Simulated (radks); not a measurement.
Species: Au4+. Configuration: [Xe] 4f14 5d7. Method: scalar-relativistic Kohn-Sham, LDA (Slater exchange, Perdew-Wang correlation), spin-polarised, spherical densities, finite nucleus; open shells are filled with parallel spins first (spin-orbit coupling, left out, can overturn this in heavy ions); Fermi nuclear charge, rms radius 5.4371 fm; computed with a radial shooting solver on a logarithmic mesh with Libxc functionals.

Normalised radial functions P(r) = r R(r), r in bohr:

| r | 5p up |
|---|---|
| 0.0007354 | 0.0015 |
| 0.001115 | 0.0029 |
| 0.001703 | 0.0059 |
| 0.002603 | 0.0118 |
| 0.003977 | 0.0234 |
| 0.006078 | 0.0457 |
| 0.009287 | 0.0858 |
| 0.01419 | 0.1510 |
| 0.02151 | 0.2348 |
| 0.03287 | 0.2992 |
| 0.05023 | 0.2384 |
| 0.07676 | -0.0475 |
| 0.1173 | -0.3914 |
| 0.1792 | -0.2418 |
| 0.2739 | 0.4496 |
| 0.4151 | 0.4739 |
| 0.6344 | -0.5725 |
| 0.9694 | -1.1485 |
| 1.481 | -0.6599 |
| 2.263 | -0.1415 |
| 3.459 | -0.0085 |

5p up: eigenvalue -112.37 eV, 3 radial nodes at r = 0.0727, 0.210, 0.515 bohr, <r> = 1.05 bohr, 90 % of the charge inside 1.52 bohr.
